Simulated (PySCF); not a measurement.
CH₂N, SMILES [NH+]#C, charge +1.

The structure is a stationary point at PBE0-D3(BJ)/def2-TZVPD. The isomer is the one that the SMILES or the coordinates give; other isomers of the formula were not compared.

Vertical ionisation energy (IE) and electron affinity (EA) in eV. Rows of orbital energies are one-electron estimates. Where ΔSCF, EOM or ADC give a negative EA the extra electron is unbound and the value depends on the basis.

```
level                                             IE    EA
---------------------------------------------  -----  ----
−ε(HOMO), −ε(LUMO), PBE/def2-TZVPD (PySCF)     18.20  9.39
−ε(HOMO), −ε(LUMO), M06-2X/def2-TZVPD (PySCF)  21.15  6.91
EOM-CCSD/aug-cc-pVDZ (PySCF)                   23.15  4.72
ADC(2)/aug-cc-pVDZ (PySCF)                     22.77  4.85
```

Give the lowest 1s main lines (those of the lightest heavy element) from CVS-ADC(2)-x/aug-cc-pVDZ (PySCF, non-relativistic), with pole strengths. (An estimate is asked for; the answer gives what the named calculation found.)

304.8 eV (1.52).

Beyond the first one, list the lowest photoelectron lines from PySCF with ADC(2)/aug-cc-pVDZ with their pole strengths (two spins summed). (The exact figures need the calculation; the answer reports its results.)

27.34 eV (1.80), 29.52 eV (1.74), 39.51 eV (1.66).
